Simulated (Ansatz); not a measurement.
Isolated molecules relaxed with PBE0-D4/def2-TZVP in Ansatz; ΔE leaves out vibrations. CCSD(T)/CBS adds triple-zeta CCSD(T) − MP2 to the extrapolated MP2 energy (def2 sets, frozen cores). Functionals use def2-TZVPP. B3LYP here is the variant with VWN-RPA as its local correlation; programs differ in this. For Ge, Mg outer-core shells are correlated without core-valence functions, which leaves a few kJ/mol of doubt a bond. Scalar relativity is left out up to krypton. Each species was taken in one conformer, which may not be the lowest.

Reaction (redistribution): `[F][Ge][Cl]` + `[NH2][Mg][F]` → `[NH2][Ge][F]` + `[F][Mg][Cl]`

`[F][Ge][Cl]`:

Cartesian coordinates in Å:
```
F 0.239 -0.899 1.126
Ge -0.434 0.576 0.473
Cl 0.195 0.322 -1.598
```

`[NH2][Mg][F]`:

Cartesian coordinates in Å:
```
N 0.202 -0.636 -0.546
Mg -0.239 0.747 0.642
F -0.651 2.041 1.754
H 0.009 -0.658 -1.536
H 0.679 -1.494 -0.314
```

`[NH2][Ge][F]`:

```xyz
5

N    -0.405    0.479   -0.122
Ge    0.780   -0.702   -0.815
F     1.156   -1.452    0.742
H    -0.908    1.159   -0.668
H    -0.624    0.516    0.863
```

`[F][Mg][Cl]`:

```xyz
3

F    -0.517    0.423    1.764
Mg   -0.039    0.032    0.132
Cl    0.556   -0.455   -1.896
```

(1) Is it downhill or uphill in electronic energy at CCSD(T)/CBS, and by how much? (Estimate.)

(2) What do these levels give: r2SCAN-D4, PBE0-D4, B3LYP-D4, BHLYP-D4, PBE-QIDH, B3LYP, CAM-B3LYP, RPA@PBE/def2-TZVPP, HF/def2-SVP, MP2/def2-TZVPP, SCS-MP2/def2-TZVPP, CCSD(T)/def2-TZVPP? (Best estimate.)

Largest T1 diagnostic among the species: 0.014.

Results:

(1) The calculation gave: Downhill: ΔE = -92.0 kJ/mol.

(2) Ansatz gave: r2SCAN-D4 -92.1, PBE0-D4 -89.0, B3LYP-D4 -84.7, BHLYP-D4 -93.5, PBE-QIDH -95.3, B3LYP -84.8, CAM-B3LYP -90.1, RPA@PBE/def2-TZVPP -88.0, HF/def2-SVP -113.9, MP2/def2-TZVPP -92.3, SCS-MP2/def2-TZVPP -92.3, CCSD(T)/def2-TZVPP -92.3 kJ/mol.

In def2-TZVPP, CCSD(T) changes the Hartree–Fock value by +13.6 kJ/mol (the triples alone add +2.1 kJ/mol) and MP2 by +13.6 kJ/mol. From BLYP to BHLYP (50 % exact exchange), in def2-TZVPP and without D4, ΔE moves by −16.5 kJ/mol.
